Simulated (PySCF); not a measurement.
## Electron correlation in Ge²⁶⁺ (germanium, charge +26)

[He] 2s2 2p2, high-spin 3P determinant. Calculation: PySCF 2.14, in an even-tempered Gaussian basis (19 s from 7 bohr⁻², ratio 2.2; 12 p from 9.1 bohr⁻², ratio 2.2; 6 d from 38 bohr⁻², ratio 2.4; 5 f from 56 bohr⁻², ratio 2.4; 4 g from 85 bohr⁻², ratio 2.4); scalar relativity by spin-free X2C-1e. Frozen: nothing; 6 electrons correlated; the 15 highest virtual orbitals of each spin left out.

```
  level  correlation energy (mhartree)
   CCSD                        -247.96
    (T)                          -0.67
CCSD(T)                        -248.63
```

Diagnostics: T1 = 0.00040, D1 = 0.0010, largest double amplitude 0.088.

Spin-orbit coupling is strong in this species (close to jj coupling), so the high-spin LS determinant is a model state, not a physical level.

Cost of the coupled-cluster step: of the order of 2.7 core-minutes, for 6 correlated electrons.

At this charge the one-electron X2C treatment keeps the bare 1/r₁₂, with no two-electron picture change or Breit term. That inflates the 1s pair energies well beyond their four-component values; and a scalar Hamiltonian misses the large spin-orbit splitting of the p shells, which matters for ns² → np² pairs.

Spin-orbit coupling is strong in this species, so the high-spin LS determinant is a model state.
